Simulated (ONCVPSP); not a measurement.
# S (Z = 16), ONCV: configuration errors across variants

| Property | Result |
| --- | --- |
| Element | S (Z = 16) |
| Generator | ONCVPSP 4.0.1 |
| Type | optimised norm-conserving Vanderbilt (ONCV) |
| Functional | PBE |
| Relativity | fully relativistic |
| Frozen core | [Ne] |
| Valence charge | 6 |
| Reference configuration | 3s2 3p3.75 (charge +0.25) |
| Partial waves | 3s: rc 1.50 bohr, ncon 3, nbas 7, qcut 5 1/bohr, 2 projectors, debl 3.4 Ha; 3p: rc 1.40 bohr, ncon 3, nbas 6, qcut 4.7 1/bohr, 1 projector; d scattering state at 0.06 Ha: rc 1.25 bohr, ncon 4, nbas 8, qcut 6.7 1/bohr, 2 projectors, debl 0.8 Ha |
| Local potential | polynomial inside 0.85 bohr (lpopt 2, dvloc0 0 Ha) |
| Core correction | none |

Open shells are filled in proportion to 2j + 1.

All-electron excitation energies from the reference (eV): (1) 3s2 3p4 -2.036; (2) 3s2 3p3 9.733; (3) 3s2 3p2 32.016; (4) 3s1 3p5 8.274.

Errors AE − PS in meV (a dash: test not solved or not reliable):

| change | (1) | (2) | (3) | (4) | bound ghosts | GHOST(+) flags above zero |
| --- | --- | --- | --- | --- | --- | --- |
| base | +0.1 | +2.1 | +16 | -1.2 | none | s, d5/2, d3/2 |
| d: rc 0.9 | +0.1 | +2.1 | +16 | -1.2 | none | s, d5/2 |
| d: rc 0.98 | +0.1 | +2.1 | +16 | -1.2 | none | s, d5/2, d3/2 |
| d: rc 1.2 | +0.1 | +2.1 | +16 | -1.2 | none | s, d5/2, d3/2 |
| d: rc 1.28 | +0.1 | +2.1 | +16 | -1.2 | none | s |
| d: rc 1.4 | +0.1 | +2.1 | +16 | -1.2 | none | s |
| d: rc 1.48 | +0.1 | +2.1 | +16 | -1.2 | none | s |
| d: rc 1.6 | +0.1 | +2.1 | +16 | -1.2 | none | s |
| d: rc 1.74 | +0.1 | +2.1 | +16 | -1.2 | none | s |
| d: rc 1.8 | +0.1 | +2.1 | +16 | -1.2 | none | s |

Q: Give the same row for: d: rc 1.08.

A: +0.1, +2.1, +16, -1.2; bound ghosts: none; GHOST(+) flags above zero: s, d5/2, d3/2.
